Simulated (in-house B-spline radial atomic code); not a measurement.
# Eu⁶⁺: [Ar] 3d10 4s1 4p6 4d10 4f5 5s2 5p5 (with a hole in an inner shell)

Method: Dirac-Hartree-Fock, average of configuration, Fermi nucleus of rms radius 5.1115 fm. Calculated with a B-spline radial code for spherical atoms.

Screening seen three ways: the hydrogenic charge with the same mean radius, Z_r = [3n² - l(l+1)]/(2<r>), the one with the same energy, Z_e = n√(-2ε), and Slater's rules. Values are occupation-weighted means over j. An effective charge above Z reflects the relativistic contraction of the inner shells.

| shell | electrons | ε (eV) | <r> (bohr) | Z_r | Z_e | Slater |
| --- | --- | --- | --- | --- | --- | --- |
| 1s | 2 | -48912 | 0.02231 | 67.22 | 59.96 | 62.70 |
| 2s | 2 | -8236 | 0.09451 | 63.49 | 49.21 | 58.85 |
| 2p | 6 | -7366.9 | 0.08361 | 59.80 | 46.54 | 58.85 |
| 3s | 2 | -1943.1 | 0.2485 | 54.33 | 35.85 | 51.75 |
| 3p | 6 | -1665.2 | 0.2466 | 50.69 | 33.19 | 51.75 |
| 3d | 10 | -1280.7 | 0.2254 | 46.58 | 29.11 | 41.85 |
| 4s | 1 | -489.24 | 0.5644 | 42.53 | 23.99 | 35.60 |
| 4p | 6 | -388.42 | 0.5928 | 38.80 | 21.37 | 35.60 |
| 4d | 10 | -251.19 | 0.6404 | 32.79 | 17.19 | 24.85 |
| 5s | 2 | -133.25 | 1.278 | 29.34 | 15.65 | 14.20 |
| 4f | 5 | -107.07 | 0.7491 | 24.03 | 11.22 | 16.60 |
| 5p | 5 | -104.92 | 1.416 | 25.79 | 13.88 | 14.20 |

The least bound orbital is 5p3/2 at -103 eV, and it is also the most diffuse (<r> = 1.435 bohr). The part-filled 4s shell lies below the filled 5s shell in orbital energy.

Spin-orbit splittings of the orbital energies (j = l + 1/2 above j = l - 1/2 when positive): 2p 649.9 eV, 3p 135.3 eV, 3d 29.05 eV, 4p 30.73 eV, 4d 5.702 eV, 4f 0.7807 eV, 5p 5.623 eV.

For the 1s electron the small component carries 5.5 % of the norm, the zero-frequency Breit interaction raises the level by 143.2 eV, self-energy by 85.42 eV, and vacuum polarisation lowers it by 13.72 eV.
